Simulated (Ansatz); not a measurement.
Coupled-cluster diagnostics for B8H14, Ansatz.

Geometry of the singlet (r2SCAN-D4/def2-SVP):

| atom | x (Å) | y (Å) | z (Å) |
| --- | --- | --- | --- |
| B1 | 0.415 | 0.186 | 1.806 |
| B2 | 0.605 | -1.694 | -0.463 |
| B3 | -1.136 | 0.631 | -1.766 |
| B4 | 0.299 | -0.224 | -1.411 |
| B5 | 1.172 | -0.192 | 0.261 |
| B6 | -1.265 | 1.738 | -0.410 |
| B7 | 0.514 | -1.494 | 1.284 |
| B8 | 0.125 | 1.359 | 0.505 |
| H9 | -0.558 | 1.034 | 1.664 |
| H10 | -0.325 | -2.134 | 0.440 |
| H11 | -0.946 | 1.952 | -1.691 |
| H12 | -1.848 | 0.499 | -2.737 |
| H13 | 1.048 | -2.299 | 1.993 |
| H14 | 0.856 | 2.288 | 0.778 |
| H15 | 1.134 | -0.269 | -2.290 |
| H16 | 2.367 | -0.052 | 0.248 |
| H17 | -2.092 | 2.590 | -0.173 |
| H18 | 1.036 | 0.359 | 2.818 |
| H19 | -1.980 | 0.653 | -0.728 |
| H20 | -0.449 | -0.858 | 1.987 |
| H21 | 1.329 | -2.606 | -0.752 |
| H22 | -0.302 | -1.468 | -1.366 |

Correlated methods freeze 8 core orbitals. Another isomer (singlet) lies 1.62 eV lower at PBE0-D4/def2-TZVP; other spin states weren't run for this one.

**Question.** Estimate the CCSD(T) correlation energy, the shares of MP2 and (T), T1 and the reference's ⟨S²⟩ for: charge 0, singlet, own geometry in def2-SVP; and the rough time on 4 threads of Arm Neoverse V1 on a shared host.

**Answer.** 
| state | basis | correlation (eV) | MP2 share (%) | (T) share (%) | T1 | ⟨S²⟩ (pure) | wall time |
| --- | --- | --- | --- | --- | --- | --- | --- |
| charge 0, singlet, own geometry | def2-SVP | -26.175 | 86.4 | 4.0 | 0.012 | 0.00 (0.00) | 79 s |
Customary marks for T1 are 0.02 (closed shells), 0.045 (open shells) and about 0.05 (3d metals). T1 stays under 0.02 throughout.
